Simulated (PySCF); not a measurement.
Cartesian coordinates (Å):
```xyz
5

S     -1.7003     0.6277     0.0483
B      0.0542     0.6282     0.0404
S      1.2496    -0.6621    -0.0499
H     -1.9561    -0.7002    -0.0363
H      2.3525     0.1064    -0.0026
```
Charge 0, spin multiplicity 2.

Q: Predict the total energy, highest occupied spin orbital and dipole moment from PBE0-D3(BJ)/def2-TZVP (PySCF 2.14.0).

A: 
* **total energy**: -822.1450 Ha
* **highest occupied spin orbital**: -6.09 eV
* **dipole moment**: 0.89 D
